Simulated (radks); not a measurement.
Spherical quantum dot in the effective-mass picture: electrons in a hard-walled sphere of radius 3.74, all in effective atomic units (hartree* = m*/eps^2 hartree, bohr* = eps/m* bohr), one dielectric constant everywhere. Calculated with a radial shooting solver with Libxc functionals: non-relativistic Kohn-Sham, LDA (Slater exchange, Perdew-Wang correlation), spin-polarised, spherical densities. Levels are named by radial order and angular momentum (1s, 1p, 1d, 2s, ...), and open shells are averaged over m. Results are scaled to m* = 0.334 and eps = 13.7, for which hartree* = 48.42 meV and bohr* = 2.171 nm.

N = 19, configuration 1s2 1p6 1d10 1f(up 1, down 0). This is the lowest configuration that the search found. Occupied and some empty levels:

level    occupation  eigenvalue (meV)  <r> (nm)
1s up             1            330.58     5.371
1s down           1            331.16     5.363
1p up             3            340.06     5.614
1p down           3            340.69     5.610
1d up             5            356.12     5.814
1d down           5            356.78     5.811
1f up             1            377.90     5.977
1f down           0            378.58     5.976
2s up             0            390.50     3.655
2s down           0            390.73     3.656
1g up             0            404.91     6.114
1g down           0            405.60     6.113
2p up             0            420.87     4.256
2p down           0            421.18     4.255
2d up             0            456.76     4.639
2d down           0            457.12     4.637

Energy (meV): total 3710.64, kinetic 1041.8, external 0, Hartree 3054.3, exchange-correlation -385.45.

Electron density:

r (nm)  n(r) (e/nm^3)
0.232       0.0006420
0.636       0.0007227
1.04        0.0008957
1.44         0.001193
1.85         0.001663
2.25         0.002364
2.66         0.003358
3.06         0.004704
3.46         0.006435
3.87         0.008531
4.27          0.01088
4.68          0.01326
5.08          0.01527
5.49          0.01641
5.89          0.01614
6.29          0.01417
6.70          0.01063
7.10         0.006311
7.50         0.002472
7.91        0.0002912
